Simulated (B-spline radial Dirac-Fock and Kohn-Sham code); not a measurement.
Dipole and non-dipole photoemission parameters of Ru⁵⁺ 4d5/2

System: the Ru⁵⁺ ion, configuration 1s2 2s2 2p6 3s2 3p6 3d10 4s2 4p6 4d3; threshold 74.64 eV (orbital energy of the model). These are calculated numbers from a radial B-spline solver; the model is Dirac-Hartree-Slater photoionisation with a Latter tail; cross sections with all multipoles, angular parameters from the dipole term and its interference with E2.

For linearly polarised light dσ/dΩ = σ/(4π) [1 + β P₂(cos θ) + (δ + γ cos²θ) sin θ cos φ], with θ from the polarisation vector and φ the angle between the beam and the projection of the electron momentum on the plane normal to the polarisation.

```csv
hν (eV),σ (kb),β,γ,δ
100,78.0,-0.620,-0.125,0.058
106,85.3,-0.885,-0.007,0.037
167,166,0.234,0.055,-0.012
170,167,0.271,0.051,-0.012
189,?,?,?,?
209,163,0.628,0.011,-0.008
235,150,0.776,-0.004,-0.005
300,114,0.999,-0.022,0.001
367,84.5,1.124,-0.018,0.007
380,79.7,1.142,-0.017,0.008
503,48.1,1.252,0.010,0.016
800,17.4,1.314,0.124,0.029
863,14.4,1.313,0.150,0.032
1000,9.99,1.304,0.205,0.037
1420,3.89,1.251,0.364,0.053
1510,3.27,1.237,0.395,0.057
1530,3.14,1.234,0.402,0.057
2984.4,0.397,1.030,0.782,0.115
3150,0.332,1.010,0.814,0.122
3200,0.315,1.005,0.824,0.124
3250,0.299,0.999,0.833,0.126
3620,0.207,0.959,0.896,0.141
7370,0.0159,0.692,1.283,0.287
7470,0.0151,0.687,1.290,0.290
8047.8,0.0114,0.661,1.325,0.311
9040,0.00726,0.620,1.378,0.346
12000,0.00237,0.525,1.495,0.444
13200,0.00162,0.494,1.528,0.482
```

Question: Give the values at 189 eV.

Answer: σ = 168 kb, β = 0.470, γ = 0.027, δ = -0.010.
